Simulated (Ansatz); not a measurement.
Stepwise reaction of `[CH3][Sc]([CH3])[F]` with hydrogen chloride, as a gas-phase model of exchange steps in deposition or etching. ΔE in kJ/mol.

Program: Ansatz. Geometries: PBE0-D4/def2-TZVP. ΔE: electronic, gas phase. CCSD(T)/CBS adds triple-zeta CCSD(T) − MP2 to the extrapolated MP2 energy (def2 sets, frozen cores). This one scheme is used for every species. Functionals use def2-TZVPP. B3LYP here is the variant with VWN-RPA as its local correlation; programs differ in this. For Sc outer-core shells are correlated without core-valence functions, which leaves a few kJ/mol of doubt a bond. Scalar relativity is left out up to krypton.

```
step                                                  reaction  PBE-D4  B3LYP-D4  ωB97M-V  CCSD(T)/CBS
   1  `[CH3][Sc]([CH3])[F]` + HCl → `[CH3][Sc]([F])[Cl]` + CH₄  -245.9    -253.4   -248.2       -245.8
   2    `[CH3][Sc]([F])[Cl]` + HCl → `[F][Sc]([Cl])[Cl]` + CH₄  -234.7    -240.6   -234.9       -233.2
```

(1) By hand: ΔE of the 2 steps together at CCSD(T)/CBS.

Results:

(1) (-245.8) + (-233.2) = -479.0 kJ/mol, or -239.5 kJ/mol a step.

In ΔE each step is higher than the one before. All are downhill at CCSD(T)/CBS. PBE-D4 differs from CCSD(T)/CBS by -1.5 to -0.1 kJ/mol a step. Isolated molecules leave out the surface, adducts and barriers. Largest T1 diagnostic: 0.015.
